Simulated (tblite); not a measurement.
Compound: C₇H₁₄SSi.
Structure used (GFN2-xTB), in Å, numbered top down from 1:
```
atom  x, y, z in Å
Si1    3.633   -0.173   -0.186
S2     2.000    1.146   -0.582
C3     0.613    0.276    0.269
C4     0.186   -0.954   -0.533
C5    -1.282   -1.337   -0.286
C6    -2.118   -0.095    0.012
C7    -1.614    0.532    1.320
C8    -0.555    1.235    0.456
C9    -1.541    1.129   -0.717
H10    3.559   -0.531    1.227
H11    3.521   -1.375   -1.008
H12    4.803    0.615   -0.521
H13    0.999   -0.006    1.253
H14    0.842   -1.796   -0.302
H15    0.318   -0.728   -1.592
H16   -1.667   -1.856   -1.167
H17   -1.357   -2.023    0.561
H18   -3.186   -0.295   -0.080
H19   -2.324    1.234    1.751
H20   -1.255   -0.148    2.092
H21   -0.210    2.223    0.756
H22   -2.239    1.963   -0.727
H23   -1.130    0.991   -1.713
```

All values are computed: GFN2-xTB (tblite) harmonic vibrations without scaling, gas phase. This tight-binding method is rough: wavenumbers can miss measured ones by several per cent, in bad cases by 10 to 20. Modes of hydrogen on silicon can be 10 to 20 % off. One conformer, not necessarily the lowest.

Harmonic wavenumbers (cm⁻¹): 30.3, 84.8, 111.1, 138.3, 216.9, 252.9, 332.7, 398.2, 416.2, 495.9, 529.3, 536.5, 541.1, 575.0, 720.6, 743.1, 777.2, 795.1, 821.7, 870.4, 876.8, 894.6, 922.1, 974.1, 985.0, 994.3, 1003.5, 1048.9, 1062.8, 1074.3, 1103.0, 1125.1, 1145.6, 1178.7, 1185.6, 1212.4, 1229.4, 1237.7, 1254.4, 1255.4, 1296.0, 1300.2, 1311.5, 1338.2, 1343.5, 1474.6, 1488.7, 1494.4, 1513.3, 2281.2, 2297.6, 2380.4, 2919.6, 2957.6, 2966.0, 2972.4, 2981.9, 2983.8, 2989.5, 2992.5, 3012.3, 3018.4, 3033.3.

A = 2690, B = 691.6, C = 630.9 MHz; mass 158.059 u (most abundant isotopes); point group C1, symmetry number 1.

Problem. Zero-point energy?

Solution. Half the sum of the wavenumbers: 41749 cm⁻¹ = 119.37 kcal/mol.

Problem. Entropy at 350 K, 1 bar (ideal gas, RRHO, classical rotation)?

Solution. Translation 41.91, rotation 30.47, vibration 34.18: S = 106.6 cal/(mol K).

Problem. And Cp and H(350 K) − H(0)?

Solution. Cp = 47.98 cal/(mol K), of which vibrations give 40.03 (their classical limit is 63 R = 125.2); H(350 K) − H(0) = 9.18 kcal/mol without the zero-point energy, 6.39 from vibrations.

Problem. Blend soft modes into free rotors: weight 1/[1 + (100 cm⁻¹/ν̃)⁴] for the oscillator and the rest for a rotor with moment μB/(μ + B), μ = h/(8π²ν), B = 10⁻⁴⁴ kg m². What vibrational entropy results?

Solution. 31.32 cal/(mol K) in place of 34.18, which changes −T·S at 350 K by +1.00 kcal/mol.

Problem. What must be added to the electronic energy to get the Gibbs energy at 350 K and 1 bar?

Solution. ZPE + [H(350 K) − H(0)] − T·S = 119.37 + 9.18 − 37.29 = 91.26 kcal/mol.

Problem. Which modes carry the vibrational entropy at 350 K?

Solution. 30.3 cm⁻¹: 6.13; 84.8 cm⁻¹: 4.09; 111.1 cm⁻¹: 3.56; 138.3 cm⁻¹: 3.14; 216.9 cm⁻¹: 2.28; 252.9 cm⁻¹: 2.00 cal/(mol K); the other 57 give 12.98 together.

Problem. How do the functions run with temperature in this model?

Solution. 
```csv
T (K),S (cal/(mol K)),Cp (cal/(mol K)),H − H(0) (kcal/mol),G − H(0) (kcal/mol),ln q(vib)
100,70.8,17.5,1.26,-5.82,1.85
200,85.9,27.9,3.51,-13.68,4.23
300,99.7,41.1,6.95,-22.96,6.71
500,126.8,65.9,17.78,-45.63,12.08
800,163.4,89.4,41.41,-89.32,20.45
1000,184.5,99.4,60.35,-124.15,25.85
```

q(vib) and H(0) count from the zero-point level.

Hindered rotation and anharmonicity are outside this model. Other conformers, if any are populated, would add a mixing term that is left out. The structure is chiral; the term R ln 2 for an equal mix with its mirror image is left out.
